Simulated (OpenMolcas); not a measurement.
**Os6+: moving or changing the point charges**

Os6+ among 6 point charges of -1.5 e arranged as an octahedron (Oh), 2.15 Å from the ion.
```
   2.1500    0.0000    0.0000  -1.50
   0.0000    2.1500    0.0000  -1.50
  -2.1500    0.0000    0.0000  -1.50
   0.0000   -2.1500    0.0000  -1.50
   0.0000    0.0000    2.1500  -1.50
   0.0000    0.0000   -2.1500  -1.50
```

| Quantity | Value |
| --- | --- |
| Program | OpenMolcas |
| Method | CASSCF |
| Basis | ANO-RCC-VTZP [8s7p5d3f2g1h] |
| Scalar Hamiltonian | DKH2, point nucleus |
| Active space | 2 electrons in 5 orbitals (5d) |
| State averaging | 2S+1 = 3 even, 10 roots; 2S+1 = 1 even, 15 roots |
| Spin-orbit coupling | state interaction with AMFI integrals over the reference wave functions |

Runs around this geometry, states (labels of O, the rotations of Oh). Energies in cm-1 above the lowest state or level, χT in cm3 K/mol; under a threefold ground state the first gap can be a small split of the lowest multiplet, not the spin-orbit step; 10Dq and B are least-squares fits to the states below 45000 cm-1, weighted by degeneracy, with a free offset, and given where the rms deviation is under 5 % of |10Dq| (or 100 cm-1) and under 700 cm-1.

```csv
R (Å),q (e),Ground state,First state of that spin,10Dq,B (rms of fit),First gap with spin-orbit (degeneracies),χT at 300 K,First state of another spin
2.15,-1.2,3T1,3T2 2976,3565,927 (56),"896.8 (2, 3)",0.145,1T2 13379
2.06,-1.5,3T1,3T2 4643,5487,926 (84),"1158 (2, 3)",0.099,1T2 13652
2.15,-1.5,3T1,3T2 3738,4450,927 (69),"1033 (2, 3)",0.119,1T2 13525
2.32,-1.5,3T1,3T2 2549,3061,928 (48),"805.9 (2, 3)",0.164,1T2 13283
```

Taking |10Dq| as R^-n, n = -ln(3061 / 5487) / ln(2.32 / 2.06) = 4.9 between the shortest and longest distance. The point-charge formula for a cubic d site gives n = 5.

Scaling the charges by -1.2 / -1.5 = 0.80 scales |10Dq| by 3565 / 4450 = 0.80; with fixed orbitals a first-order splitting would follow the charge.

Without dynamic correlation the repulsion within the d shell is too large (B by tens of per cent), so at a given field states of lower spin stand too high. Spin-orbit coupling mixes the spin-free states strongly: the lowest level takes only 64 % from its leading state, 3T1 (figures for R = 2.15, q = -1.2; the like holds for R = 2.06, q = -1.5, R = 2.15, q = -1.5, R = 2.32, q = -1.5). This field is weak: 10Dq is about 3565 cm-1, while octahedral complexes of 5d ions of charge 3 and more, computed by the same method with explicit ligands, had a median near 35000 cm-1. Ground spin and moment need not be those of a real site (figures for R = 2.15, q = -1.2; the like holds for R = 2.06, q = -1.5, R = 2.15, q = -1.5, R = 2.32, q = -1.5). Point charges carry no covalency, so the field is a model and not that of real ligands. No measured value stands beside these numbers.
